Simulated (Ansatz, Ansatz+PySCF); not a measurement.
| atom | x (Å) | y (Å) | z (Å) |
| --- | --- | --- | --- |
| C | 0.0000 | -1.0028 | -0.0706 |
| O | 0.0000 | -0.9888 | 1.2221 |
| O | 0.0000 | 0.1572 | -0.9175 |
| C | 0.0000 | 1.5115 | -0.1984 |
| H | 0.0000 | -1.9891 | -0.7523 |
| H | 0.0000 | 2.3385 | -1.0452 |
| H | -0.9634 | 1.6259 | 0.4875 |
| H | 0.9634 | 1.6259 | 0.4875 |

Basis set: def2-SVP (spherical functions). Left uncorrelated: 4 orbitals. Charge 0, multiplicity 1.

Computed with Ansatz (development build ahead of 0.2.0); each method stands on the lowest determinant of its kind that the runs found. Restricted open shells among the atoms or ions are ROHF, correlated in semicanonical orbitals with singles.

Question: Give the atomization energy at this shape (free ground-state atoms in the same class of orbitals less the molecule, no zero-point energy) of singlet C₂H₄O₂ by RHF-CCSD(T), RHF-MP2, UHF-MP2, RHF, UHF.

Answer:

```json
{"method": "RHF-CCSD(T)", "atomization energy": "723.10 kcal/mol"}
{"method": "RHF-MP2", "atomization energy": "737.92 kcal/mol"}
{"method": "UHF-MP2", "atomization energy": "737.39 kcal/mol"}
{"method": "RHF", "atomization energy": "525.10 kcal/mol"}
{"method": "UHF", "atomization energy": "513.68 kcal/mol"}
```

Caution: the shape is not the minimum.
